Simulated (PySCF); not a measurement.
Which level of theory gave which numbers?

Compound: C6H10F2.
Geometry (PBE0-D3(BJ)/def2-TZVP, Å), atoms numbered from 1 in this order:
```
atom  x, y, z in Å
F1     0.464   -1.315    1.691
C2    -0.050   -1.359    0.419
F3    -0.348   -2.672    0.186
C4    -1.314   -0.537    0.373
C5    -1.008    0.947    0.534
C6     0.027    1.411   -0.482
C7     1.302    0.583   -0.385
C8     1.010   -0.902   -0.553
H9    -1.792   -0.726   -0.592
H10   -1.986   -0.901    1.154
H11   -1.930    1.524    0.434
H12   -0.631    1.128    1.546
H13    0.254    2.469   -0.331
H14   -0.389    1.321   -1.494
H15    1.769    0.748    0.591
H16    2.027    0.902   -1.138
H17    0.639   -1.107   -1.562
H18    1.903   -1.513   -0.397
```

The closed-shell ground state was solved 3 times with PySCF (density fitting, gas phase), always in the pcSseg-2 basis (428 functions), with these functionals: B97-2, KT3 and wB97X-D. The structure is a single PBE0-D3(BJ)/def2-TZVP conformer in the gas phase; no vibrational or solvent corrections.

| row | total energy (Eh) | HOMO (eV) | LUMO (eV) | dipole (D) |
| --- | --- | --- | --- | --- |
| P | -434.3976 | -8.40 | 0.52 | 2.62 |
| Q | -440.7224 | -7.33 | -0.39 | 2.52 |
| R | -434.4138 | -10.55 | 2.18 | 2.65 |

Question: Which functional belongs to which row?

Answer: P = B97-2, Q = KT3, R = wB97X-D. By rising HOMO–LUMO gap: KT3 (GGA) 6.94 eV; B97-2 (global hybrid, 21 % exact exchange) 8.92 eV; wB97X-D (range-separated hybrid) 12.73 eV. Total energies of different functionals aren't bounds to one another; each is stationary for its own functional.

Note: wB97X-D ran without an empirical dispersion term, which enters the total energy and its gradient alone.
